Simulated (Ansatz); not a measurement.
Si3W⁻. The state is a doublet with charge -1. Geometry PBE0-D4/def2-SVPD; atoms count from 1.

```xyz
4

W     0.7758   -0.8926    0.2892
Si   -1.3975   -0.5815    0.8859
Si    0.6839    1.3912    0.4306
Si   -0.0622    0.0829   -1.6057
```

In the def2 sets W takes a core potential; there is no spin–orbit coupling. The highest occupied level of the charge -1 doublet lies above zero (up to 0.16 eV). By energy differences its removal costs 1.24 eV (vertical, to the charge 0 singlet, at PBE0-D4/def2-TZVPD); a positive level beside a positive removal energy at the same level points to self-interaction error. Another isomer (doublet) lies 0.05 eV lower at r2SCAN-D4/def2-TZVPD.

(1) Estimate the Mulliken populations from the PBE0/def2-TZVPD orbitals of Ansatz.

(2) Where does the spin sit?

(3) And the Mayer bond orders between bonded heavy atoms (over 0.3)?

Results:

(1) 
```json
{"atom": "W1", "charge (e)": "-0.25", "spin (α − β)": "0.62", "d electrons": "4.82"}
{"atom": "Si2", "charge (e)": "-0.20", "spin (α − β)": "0.21", "d electrons": "–"}
{"atom": "Si3", "charge (e)": "-0.27", "spin (α − β)": "0.08", "d electrons": "–"}
{"atom": "Si4", "charge (e)": "-0.27", "spin (α − β)": "0.08", "d electrons": "–"}
```
Mulliken values and Mayer orders depend strongly on the basis. With diffuse functions, as here, like atoms can get unlike values, and bond orders can come out too low or too high.

(2) Summed by element: W 0.62, Si 0.38, of 1 unpaired in all. Largest on single atoms: W1 0.62, Si2 0.21, Si4 0.08.

(3) W1–Si2 2.00 (2.28 Å); W1–Si3 1.87 (2.29 Å); W1–Si4 1.87 (2.29 Å); Si3–Si4 0.58 (2.53 Å). Values over 0.3 also appear between atoms too far apart for a bond (Si2–Si3 0.31 at 2.90 Å; Si2–Si4 0.31 at 2.90 Å); they arise where an orbital or an unpaired electron spreads over both atoms.
